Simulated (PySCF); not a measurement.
**Pt⁷⁶⁺: ionisation energy**

Pt⁷⁶⁺ 1s2 (1S) → Pt⁷⁷⁺ 1s1 (2S), as a difference of total energies. All numbers are calculated (PySCF 2.14, scalar relativity by spin-free X2C-1e, in an even-tempered Gaussian basis (16 s from 240 bohr⁻², ratio 2.2; 7 p from 360 bohr⁻², ratio 2.4; 4 d from 1100 bohr⁻², ratio 2.4; 3 f from 1600 bohr⁻², ratio 2.4; 3 g from 2400 bohr⁻², ratio 2.4)). Correlated levels: nothing frozen; virtual orbitals above 40 to 60 times the deepest correlated orbital energy dropped. The calculations carry no spin-orbit coupling.

```json
{"method": "UHF", "ionisation energy (eV)": "89189.5"}
{"method": "LDA", "ionisation energy (eV)": "89092.8"}
{"method": "PBE", "ionisation energy (eV)": "89198.1"}
{"method": "PBE0", "ionisation energy (eV)": "89196.2"}
{"method": "r2SCAN", "ionisation energy (eV)": "89202.4"}
{"method": "PW91", "ionisation energy (eV)": "89201.2"}
{"method": "r2SCAN0", "ionisation energy (eV)": "89199.4"}
{"method": "MP2 (all electrons)", "ionisation energy (eV)": "89191.6"}
{"method": "SCS-MP2 (all electrons)", "ionisation energy (eV)": "89192.0"}
```

How much does correlation contribute at MP2 (all electrons)?

89191.6 − (89189.5) = 2.1 eV, measured against UHF.

For this ion Breit and QED terms and the two-electron picture change, all absent here, outweigh the differences among the correlated methods.

For comparison: 88955.1 ± 0.3 eV (theoretical estimate listed by NIST; NIST Atomic Spectra Database, ionization energies).
